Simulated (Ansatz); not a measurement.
```xyz
3

H     0.0000    0.0000   -1.6772
C     0.0000    0.0000   -0.5148
C     0.0000    0.0000    0.7943
```

Basis set: def2-TZVP (spherical functions). Left uncorrelated: 2 orbitals. Charge 0, multiplicity 2.

Computed with Ansatz (development build ahead of 0.2.0); each method stands on the lowest determinant of its kind that the runs found.

(1) Give the atomization energy at this shape (free ground-state atoms in the same class of orbitals less the molecule, no zero-point energy) of doublet C₂H by UHF-MP2, UHF.

## Answers

(1)

```
 method  atomization energy
UHF-MP2        951.5 kJ/mol
    UHF        722.7 kJ/mol
```

Caution: the shape is not the minimum; the unrestricted determinant is spin contaminated.
